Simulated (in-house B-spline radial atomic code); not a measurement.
Orbital energies and mean radii along the 13-electron series, configuration [Ne] 3s2 3p1. The effective charge is n√(-2ε), a non-relativistic measure. Computed with an all-electron radial atomic-structure program (B-spline basis): Dirac-Hartree-Fock, average of the configuration, finite nuclei.

```tsv
ion	Z	energy of 2s1/2 (Eh)	mean radius of 2s1/2 (bohr)	energy of 1s1/2 (Eh)	mean radius of 1s1/2 (bohr)	energy of 3s1/2 (Eh)	mean radius of 3s1/2 (bohr)	energy of 2p1/2 (Eh)	mean radius of 2p1/2 (bohr)	effective charge of 2s1/2
Al	13	-4.9293	0.61824	-58.634	0.11991	-0.39445	2.5941	-3.2283	0.59874	6.2797
Si+	14	-6.5393	0.56066	-69.355	0.11105	-0.84055	2.0874	-4.6249	0.53339	7.2329
P2+	15	?	?	?	?	?	?	?	?	?
S3+	16	-10.593	0.47226	-93.909	0.096709	-2.119	1.5355	-8.2455	0.43793	9.2054
Cl4+	17	-13.018	0.4376	-107.73	0.090821	-2.9385	1.3636	-10.452	0.40196	10.205
Ar5+	18	-15.704	0.40761	-122.57	0.085595	-3.8749	1.2285	-12.919	0.37142	11.209
K6+	19	-18.651	0.38139	-138.45	0.080927	-4.9272	1.119	-15.645	0.34516	12.215
Ca7+	20	-21.858	0.35829	-155.35	0.076731	-6.0948	1.0283	-18.63	0.32234	13.224
Sc8+	21	-25.324	0.33778	-173.28	0.07294	-7.3773	0.95157	-21.873	0.30231	14.234
Ti9+	22	-29.05	0.31944	-192.25	0.069496	-8.7746	0.88581	-25.375	0.2846	15.245
V10+	23	?	?	?	?	?	?	?	?	?
Cr11+	24	-37.285	0.28804	-233.3	0.063477	-11.914	0.77868	-33.158	0.25465	17.271
Mn12+	25	-41.795	0.27449	-255.38	0.060832	-13.656	0.73439	-37.44	0.24187	18.286
Fe13+	26	-46.568	0.26212	-278.51	0.058391	-15.513	0.6949	-41.984	0.23028	19.301
Co14+	27	-51.605	0.25079	-302.7	0.056132	-17.486	0.65945	-46.79	0.21973	20.318
Ni15+	28	?	?	?	?	?	?	?	?	?
Cu16+	29	-62.474	0.23074	-354.23	0.052083	-21.78	0.59839	-57.194	0.20119	22.356
Zn17+	30	-68.31	0.22183	-381.59	0.050261	-24.101	0.57188	-62.795	0.193	23.377
```

Problem. Fill in the row of P2+.

Solution. energy of 2s1/2 (Eh): -8.4313; mean radius of 2s1/2 (bohr): 0.51274; energy of 1s1/2 (Eh): -81.117; mean radius of 1s1/2 (bohr): 0.1034; energy of 3s1/2 (Eh): -1.4184; mean radius of 3s1/2 (bohr): 1.7638; energy of 2p1/2 (Eh): -6.3014; mean radius of 2p1/2 (bohr): 0.48096; effective charge of 2s1/2: 8.2128.

Problem. Fill in the row of V10+.

Solution. energy of 2s1/2 (Eh): -33.037; mean radius of 2s1/2 (bohr): 0.30295; energy of 1s1/2 (Eh): -212.25; mean radius of 1s1/2 (bohr): 0.066355; energy of 3s1/2 (Eh): -10.287; mean radius of 3s1/2 (bohr): 0.82873; energy of 2p1/2 (Eh): -29.136; mean radius of 2p1/2 (bohr): 0.26881; effective charge of 2s1/2: 16.257.

Problem. Fill in the row of Ni15+.

Solution. energy of 2s1/2 (Eh): -56.906; mean radius of 2s1/2 (bohr): 0.24037; energy of 1s1/2 (Eh): -327.93; mean radius of 1s1/2 (bohr): 0.054035; energy of 3s1/2 (Eh): -19.575; mean radius of 3s1/2 (bohr): 0.62745; energy of 2p1/2 (Eh): -51.86; mean radius of 2p1/2 (bohr): 0.21007; effective charge of 2s1/2: 21.337.

Problem. How does the screening of 2s1/2 change?

Solution. Z less the effective charge goes from 6.72 at Z = 13 to 6.62 at Z = 30.
